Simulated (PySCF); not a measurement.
Species: C₅H₁₀O₂Si₂.
Bonds: C1–C2 (triple), C2–C3, C3–Si4, Si4–O5, O5–Si6, Si6–O7, C3–C8, C8–C9, C3–C9. Hydrogens: H10 on C1; H11, H12 on Si4; H13, H14 on Si6; H15 on O7; H16, H17 on C8; H18, H19 on C9.

NICS is the negative of the GIAO shielding at a point without a nucleus: at the ring centre (0) and 1 Å above and below it (1); zz is the component along the ring normal. Level: GIAO PBE0/pcSseg-1 (PySCF, non-relativistic, gas phase) on the GFN2-xTB geometry, one conformer.

Ring bond lengths (Å), with Mayer bond orders in brackets: C3–C8 1.511 (0.93), C8–C9 1.488 (0.97), C9–C3 1.514 (0.93).

**Question.** What do the NICS probes read (ppm)?

**Answer.** 
```
    ring                                            type  NICS(0)  NICS(1), two faces  NICS(1)zz, two faces  rms pucker (Å)  centre to ring atoms, mean (Å)
C3–C8–C9  3-membered carbocycle; formal bonds all single    -45.2         -9.4 / -7.9         -24.4 / -21.6            0.00                            0.87
```

**Question.** What can be read from them?

**Answer.** 
- C3–C8–C9: mean NICS(1)zz -23.0 ppm, shielded. C3, C8, C9 have four or more neighbours, and the NICS criterion for π rings isn't applied. NICS(0) lies 36 ppm below the mean NICS(1).

**Question.** At the second NICS(1) probe listed for ring C3–C8–C9, 1 Å off the ring, what do the in-plane components average?

**Answer.** The isotropic value is a third of the trace: (3 × -7.9 − (-21.6))/2 = -1.1 ppm.

**Question.** List the ring angles and the Hirshfeld charges of the ring atoms.

**Answer.** 
- C3–C8–C9: C3 59.0° (-0.078 e), C8 60.6° (-0.072 e), C9 60.4° (-0.072 e); sum 180.0° against 180° for a flat convex ring.

The values belong to the conformer `[CH:1]#[C:2][C:3]1([SiH2:4][O:5][SiH2:6][OH:7])[CH2:8][CH2:9]1`: C2–C3–Si4–O5 -46°, C3–Si4–O5–Si6 20°, Si4–O5–Si6–O7 -10°, H–O7–Si6–O5 23°.
